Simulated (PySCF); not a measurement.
Basis-set dependence of population analyses: `O[Si@H]1CCO1`

Species: C2H6O2Si.
Z-matrix (Å and degrees, PBE0-D3(BJ)/def2-SVP geometry), rows numbered from 1:
```
O 
Si  1  1.6531
C   2  1.8824  1  120.84
C   3  1.5438  2   83.21  1   115.11
O   4  1.4401  3  102.07  2    -1.31
H   1  0.9622  2  116.81  3   -49.92
H   2  1.4831  1  103.64  3  -138.11
H   3  1.0993  2  116.91  1  -130.46
H   3  1.0996  2  116.77  1     0.88
H   4  1.1028  3  113.11  2   116.93
H   4  1.1036  3  113.59  2  -119.69
```

PBE0 throughout (PySCF), one geometry, spherical d and f functions. The structure is a single PBE0-D3(BJ)/def2-SVP conformer in the gas phase; no vibrational or solvent corrections. The first 7 of 11 kinds of atom are listed.

Mulliken charges (e):

```tsv
basis	functions	O1	Si2	C3	C4	O5	H6	H7
STO-3G	35	-0.434	+0.860	-0.335	-0.080	-0.363	+0.197	-0.122
6-31G	61	-0.773	+1.157	-0.698	-0.105	-0.667	+0.418	-0.124
pcSseg-0	61	-0.809	+1.496	-1.086	-0.121	-0.822	+0.399	-0.107
6-31G*	86	-0.716	+0.889	-0.615	-0.084	-0.575	+0.446	-0.092
cc-pVDZ	104	-0.338	+0.604	-0.278	+0.142	-0.426	+0.172	-0.082
def2-SVP	104	-0.396	+0.752	-0.395	+0.197	-0.503	+0.200	-0.105
aug-cc-pVDZ	173	-0.740	+0.981	+0.470	+1.000	-0.875	+0.127	+0.284
6-311+G(2d,p)	179	-0.687	+1.258	-0.586	-0.077	-0.648	+0.283	-0.062
def2-TZVP	197	-0.520	+0.574	-0.433	+0.015	-0.385	+0.327	-0.039
cc-pVTZ	238	-0.353	+0.495	-0.365	+0.066	-0.355	+0.202	-0.053
IGLO-III	244	-0.639	+1.232	-0.559	-0.003	-0.594	+0.271	-0.180
```

IAO charges (e):

| basis | functions | O1 | Si2 | C3 | C4 | O5 | H6 | H7 |
| --- | --- | --- | --- | --- | --- | --- | --- | --- |
| STO-3G | 35 | -0.572 | +1.098 | -0.535 | -0.149 | -0.468 | +0.243 | -0.119 |
| 6-31G | 61 | -0.731 | +1.161 | -0.603 | -0.084 | -0.637 | +0.360 | -0.100 |
| pcSseg-0 | 61 | -0.719 | +1.197 | -0.622 | -0.080 | -0.636 | +0.348 | -0.113 |
| 6-31G* | 86 | -0.759 | +1.292 | -0.609 | -0.047 | -0.667 | +0.361 | -0.146 |
| cc-pVDZ | 104 | -0.756 | +1.277 | -0.606 | -0.046 | -0.660 | +0.363 | -0.146 |
| def2-SVP | 104 | -0.753 | +1.293 | -0.605 | -0.041 | -0.663 | +0.359 | -0.153 |
| aug-cc-pVDZ | 173 | -0.778 | +1.293 | -0.614 | -0.050 | -0.675 | +0.373 | -0.143 |
| 6-311+G(2d,p) | 179 | -0.786 | +1.325 | -0.625 | -0.052 | -0.683 | +0.374 | -0.152 |
| def2-TZVP | 197 | -0.787 | +1.340 | -0.629 | -0.050 | -0.684 | +0.372 | -0.157 |
| cc-pVTZ | 238 | -0.783 | +1.326 | -0.626 | -0.051 | -0.679 | +0.372 | -0.153 |
| IGLO-III | 244 | -0.789 | +1.336 | -0.628 | -0.051 | -0.685 | +0.375 | -0.155 |

Hirshfeld charges (e):

| basis | functions | O1 | Si2 | C3 | C4 | O5 | H6 | H7 |
| --- | --- | --- | --- | --- | --- | --- | --- | --- |
| STO-3G | 35 | -0.263 | +0.526 | -0.130 | +0.038 | -0.254 | +0.128 | -0.079 |
| 6-31G | 61 | -0.321 | +0.474 | -0.167 | +0.014 | -0.299 | +0.182 | -0.060 |
| pcSseg-0 | 61 | -0.315 | +0.498 | -0.170 | +0.009 | -0.286 | +0.184 | -0.072 |
| 6-31G* | 86 | -0.300 | +0.436 | -0.167 | +0.017 | -0.270 | +0.185 | -0.069 |
| cc-pVDZ | 104 | -0.293 | +0.455 | -0.175 | +0.002 | -0.251 | +0.178 | -0.076 |
| def2-SVP | 104 | -0.296 | +0.462 | -0.177 | +0.004 | -0.257 | +0.181 | -0.077 |
| aug-cc-pVDZ | 173 | -0.307 | +0.485 | -0.186 | -0.009 | -0.268 | +0.173 | -0.070 |
| 6-311+G(2d,p) | 179 | -0.307 | +0.480 | -0.180 | -0.004 | -0.271 | +0.176 | -0.070 |
| def2-TZVP | 197 | -0.305 | +0.471 | -0.182 | -0.004 | -0.263 | +0.179 | -0.071 |
| cc-pVTZ | 238 | -0.302 | +0.470 | -0.182 | -0.004 | -0.259 | +0.177 | -0.072 |
| IGLO-III | 244 | -0.303 | +0.471 | -0.182 | -0.008 | -0.263 | +0.175 | -0.068 |

ESP-fitted charges (e):

| basis | functions | O1 | Si2 | C3 | C4 | O5 | H6 | H7 |
| --- | --- | --- | --- | --- | --- | --- | --- | --- |
| STO-3G | 35 | -0.627 | +1.036 | -0.639 | +0.189 | -0.465 | +0.342 | -0.165 |
| 6-31G | 61 | -0.927 | +1.245 | -0.886 | +0.399 | -0.714 | +0.536 | -0.159 |
| pcSseg-0 | 61 | -0.898 | +1.355 | -0.966 | +0.407 | -0.730 | +0.513 | -0.211 |
| 6-31G* | 86 | -0.724 | +0.928 | -0.756 | +0.302 | -0.546 | +0.460 | -0.121 |
| cc-pVDZ | 104 | -0.676 | +0.892 | -0.706 | +0.309 | -0.529 | +0.428 | -0.120 |
| def2-SVP | 104 | -0.707 | +0.981 | -0.753 | +0.346 | -0.566 | +0.438 | -0.144 |
| aug-cc-pVDZ | 173 | -0.703 | +0.977 | -0.803 | +0.337 | -0.562 | +0.423 | -0.126 |
| 6-311+G(2d,p) | 179 | -0.736 | +1.000 | -0.821 | +0.323 | -0.572 | +0.446 | -0.126 |
| def2-TZVP | 197 | -0.721 | +0.981 | -0.794 | +0.309 | -0.552 | +0.442 | -0.131 |
| cc-pVTZ | 238 | -0.690 | +0.948 | -0.769 | +0.296 | -0.537 | +0.425 | -0.128 |
| IGLO-III | 244 | -0.699 | +0.958 | -0.791 | +0.313 | -0.552 | +0.428 | -0.124 |

**Question.** Which scheme is steadiest as the basis changes?

**Answer.** Largest range over the bases for any column: Hirshfeld 0.09 e, IAO 0.24 e, ESP-fitted 0.46 e, Mulliken 1.56 e. Hirshfeld charges move least and Mulliken charges most, counted in e. Without the minimal STO-3G basis the ranges are Hirshfeld 0.06, IAO 0.18, ESP-fitted 0.46, Mulliken 1.56 e.

**Question.** How much do the charges still move between the two largest bases, cc-pVTZ and IGLO-III?

**Answer.** At most, over all atoms: Mulliken 0.737 e, IAO 0.010 e, Hirshfeld 0.004 e, ESP-fitted 0.023 e.

**Question.** What do the same runs give for the total energy, the frontier levels and the dipole moment?

**Answer.** 
```json
{"basis": "STO-3G", "energy (Eh)": "-513.0439", "HOMO (eV)": "-3.76", "LUMO (eV)": "6.54", "μ (D)": "1.41"}
{"basis": "6-31G", "energy (Eh)": "-519.2863", "HOMO (eV)": "-7.84", "LUMO (eV)": "1.07", "μ (D)": "3.00"}
{"basis": "pcSseg-0", "energy (Eh)": "-518.5438", "HOMO (eV)": "-7.90", "LUMO (eV)": "1.22", "μ (D)": "2.77"}
{"basis": "6-31G*", "energy (Eh)": "-519.4178", "HOMO (eV)": "-7.76", "LUMO (eV)": "1.31", "μ (D)": "2.35"}
{"basis": "cc-pVDZ", "energy (Eh)": "-519.4451", "HOMO (eV)": "-7.77", "LUMO (eV)": "1.31", "μ (D)": "2.15"}
{"basis": "def2-SVP", "energy (Eh)": "-519.1793", "HOMO (eV)": "-7.86", "LUMO (eV)": "1.35", "μ (D)": "2.23"}
{"basis": "aug-cc-pVDZ", "energy (Eh)": "-519.4725", "HOMO (eV)": "-7.97", "LUMO (eV)": "-0.23", "μ (D)": "2.17"}
{"basis": "6-311+G(2d,p)", "energy (Eh)": "-519.5353", "HOMO (eV)": "-8.03", "LUMO (eV)": "-0.01", "μ (D)": "2.25"}
{"basis": "def2-TZVP", "energy (Eh)": "-519.5612", "HOMO (eV)": "-7.98", "LUMO (eV)": "0.77", "μ (D)": "2.17"}
{"basis": "cc-pVTZ", "energy (Eh)": "-519.5513", "HOMO (eV)": "-7.93", "LUMO (eV)": "0.90", "μ (D)": "2.10"}
{"basis": "IGLO-III", "energy (Eh)": "-519.5663", "HOMO (eV)": "-7.99", "LUMO (eV)": "0.47", "μ (D)": "2.16"}
```

The dipole is fixed by the density alone, so its range of 1.59 D shows that the density itself changes with the basis, not only its division among atoms.
